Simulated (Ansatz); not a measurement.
A single point on `[F][Ti]12345678([Cl])([C@H]9[C@@H]1[C@@H]2[C@@H]3[C@H]94)[C@H]1[C@@H]5[C@@H]6[C@@H]7[C@H]18`.

```yaml
crystal:
  periodic: [false, false, false]
  atoms:
    - {symbol: F, position_ang: [0.548347, -0.260241, -2.180979]}
    - {symbol: Ti, position_ang: [0.261757, -0.381512, -0.393640]}
    - {symbol: Cl, position_ang: [1.206097, -2.484290, -0.079911]}
    - {symbol: C, position_ang: [-1.936971, -0.583793, -1.359757]}
    - {symbol: C, position_ang: [-1.924902, 0.500258, -0.460019]}
    - {symbol: C, position_ang: [-1.742172, -0.023600, 0.845437]}
    - {symbol: C, position_ang: [-1.576395, -1.408109, 0.734732]}
    - {symbol: C, position_ang: [-1.694210, -1.754445, -0.636743]}
    - {symbol: C, position_ang: [0.652988, 1.745547, 0.571464]}
    - {symbol: C, position_ang: [1.506800, 1.648461, -0.539568]}
    - {symbol: C, position_ang: [2.435223, 0.620194, -0.289738]}
    - {symbol: C, position_ang: [2.171355, 0.098285, 0.990524]}
    - {symbol: C, position_ang: [1.062220, 0.776279, 1.521833]}
    - {symbol: H, position_ang: [-1.996641, -0.507491, -2.433717]}
    - {symbol: H, position_ang: [-2.065133, 1.538957, -0.717738]}
    - {symbol: H, position_ang: [-1.714248, 0.548857, 1.758879]}
    - {symbol: H, position_ang: [-1.357583, -2.092681, 1.539312]}
    - {symbol: H, position_ang: [-1.557934, -2.740963, -1.049157]}
    - {symbol: H, position_ang: [-0.165185, 2.439454, 0.684036]}
    - {symbol: H, position_ang: [1.413723, 2.203465, -1.460240]}
    - {symbol: H, position_ang: [3.171084, 0.247826, -0.985160]}
    - {symbol: H, position_ang: [2.689138, -0.724360, 1.454641]}
    - {symbol: H, position_ang: [0.612660, 0.593934, 2.485506]}
basis:
  gaussian: {orbitals: def2-TZVPP}
hamiltonian: {xc: pbe}
correlation: {method: rpa}
```

```sh
$ ansatz run in.yaml --threads 11 --pin off --events-out ev --progress --plain --max-ram 174080MiB --backend cuda --devices 0, --max-vram 75GiB
```

Shortened log:

```
Functional definition: PBE
3586 factors; integrals over basis functions are off by at most 1.6e-3 eV
mean field evaluation 1: about -48835.7510 eV, gradient 1.2e2 eV
mean field evaluation 2: about -48835.7201 eV, gradient 1.2e2 eV
mean field evaluation 4: about -48826.0605 eV, gradient 1.4e2 eV
mean field evaluation 8: about -48870.7685 eV, gradient 4.5e-1 eV
mean field -48870.76935183 eV, -1795.9676478826 hartree, gradient 1.2e-6 eV, S^2 0.000000; 0 other end points of the search recorded, 0 dependent functions left out
21 core orbitals not correlated: weight in the atoms' cores, before any rotation towards them, 1.000 or more for the frozen orbitals, at most 0.000 for the correlated occupied ones
reference -48762.30960179 eV, -1791.9818255851 hartree; 38, 38 occupied and 528, 528 virtual orbitals, 3586 factors
Total energy: -48869.40551548 eV, -1795.9175278210 hartree
```

It took 11 s on 11 threads of an AMD EPYC 7R13 on a shared host and a whole NVIDIA H100 80 GB, with 4.4 GiB of host memory at the peak.
